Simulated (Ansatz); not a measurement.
Be₇. Total charge 0; singlet. Geometry r2SCAN/def2-TZVP; atoms count from 1.

```xyz
7

Be   -1.484   -0.976    0.275
Be    0.097   -0.330   -1.032
Be    0.473   -1.485    1.076
Be    0.668    1.518   -0.806
Be   -0.097    0.336    1.018
Be    1.776    0.104    0.318
Be   -1.432    0.832   -0.850
```

The restricted singlet is unstable towards broken spin symmetry in Hartree–Fock (as tested in another run); at PBE0/def2-TZVP this wasn't settled. The structure comes from a short search, and lower isomers may exist.

Estimate the Mulliken populations from the PBE0/def2-TZVP orbitals of Ansatz.


```json
{"atom": "Be1", "charge (e)": "-0.11"}
{"atom": "Be2", "charge (e)": "0.24"}
{"atom": "Be3", "charge (e)": "-0.09"}
{"atom": "Be4", "charge (e)": "-0.10"}
{"atom": "Be5", "charge (e)": "0.25"}
{"atom": "Be6", "charge (e)": "-0.11"}
{"atom": "Be7", "charge (e)": "-0.09"}
```
Mulliken values and Mayer orders depend strongly on the basis.

And the Mayer bond orders between bonded heavy atoms (over 0.3)?

Be1–Be2 0.42 (2.15 Å); Be1–Be3 0.69 (2.17 Å); Be1–Be5 0.50 (2.05 Å); Be1–Be7 0.73 (2.13 Å); Be2–Be4 0.62 (1.95 Å); Be2–Be5 0.35 (2.16 Å); Be2–Be6 0.39 (2.20 Å); Be2–Be7 0.65 (1.93 Å); Be3–Be5 0.69 (1.91 Å); Be3–Be6 0.68 (2.19 Å); Be4–Be5 0.31 (2.30 Å); Be4–Be6 0.74 (2.12 Å); Be4–Be7 0.67 (2.21 Å); Be5–Be6 0.54 (2.01 Å).
